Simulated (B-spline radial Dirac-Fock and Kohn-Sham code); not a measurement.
**What relativity does to the binding energies of V¹²⁺**

System: V¹²⁺ in the configuration 1s2 2s2 2p6 3s1.

Both columns are ΔSCF binding energies of the configuration average from an atomic code on a B-spline grid: non-relativistic Hartree-Fock with a point nucleus, and Dirac-Fock with a finite nucleus and the Coulomb interaction alone, averaged over the two j levels with weights 2j+1.

```
shell  Hartree-Fock (eV)  Dirac-Fock (eV)  shift (eV)  shift (%)
   2p              856.3            858.0       +1.70      +0.20
   3s              333.8            335.8       +2.02      +0.61
```

Relativity binds 2p, 3s more strongly, among those listed most of all 3s in relative terms.

Values without a named source are computed, but for edge energies of neutral atoms, which are taken from tables.
